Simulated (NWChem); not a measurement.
System: C₃H₅FSi; SMILES F[SiH2]CC#C

The following NWChem deck was run.

```
start job
memory heap 200 mb stack 900 mb global 1100 mb
geometry units angstroms noautosym nocenter noautoz
  C      0.686141    -2.545244     0.233592
  C     -0.041036    -1.637945    -0.106805
  C     -0.883063    -0.518360    -0.483139
  Si    -0.331167     1.109376     0.288099
  F      1.104191     1.539612    -0.339927
  H      1.327564    -3.355155     0.527334
  H     -1.929001    -0.692687    -0.170388
  H     -0.903179    -0.391167    -1.579972
  H     -1.316086     2.173270    -0.058549
  H     -0.175671     0.970294     1.760434
end
basis spherical
  * library def2-svp
end
dft
  xc pbe0
  iterations 150
end
cosmo
  do_cosmo_smd true
  solvent water
end
task dft energy
```

Geometry: optimised at PBE0/def2-SVP. Solvent: water.

Level: PBE0/def2-SVP with SMD (1 M gas to 1 M solution), gas-phase geometry. Reactions with the solvent are ignored.

Task: Predict the main results of this run. (PBE0/def2-SVP, SMD on the gas-phase geometry.) Quantities: solvation free energy (kcal/mol); cavity-dispersion-structure term (kcal/mol); dipole in solution (D).

Result: 
```yaml
solvation free energy (kcal/mol): -1.0
cavity-dispersion-structure term (kcal/mol): 4.9
dipole in solution (D): 2.25
```
